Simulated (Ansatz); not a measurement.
The P1–O2 bond of PO is stretched (multiplicity 2).


Frozen-core correlation.

The values were computed with Ansatz (a quantum-chemistry and plane-wave program). Each number belongs to the level named beside it.

FIC-MRCISD+Q on CASSCF(11,8)/cc-pV(T+d)Z, total energies (hartree):

```tsv
R (Å)	CASSCF	MRCISD	weight c² of the reference
1.480	-415.704884	-415.979237	0.92082
2.590	-415.531281	-415.788734	0.91717
5.919	-415.521631	-415.771597	0.91908
```

**Question.** Add the Davidson correction (E_MRCISD − E_CASSCF)(1 − c²)/c² and give the energies above the first point at the three levels.

**Answer.** 
Corrections (hartree): -0.023590, -0.023252, -0.022009. Above the first point (kcal/mol):
- R = 2.590 Å: CASSCF 108.9, MRCISD 119.5, with the correction 119.8
- R = 5.919 Å: CASSCF 115.0, MRCISD 130.3, with the correction 131.3
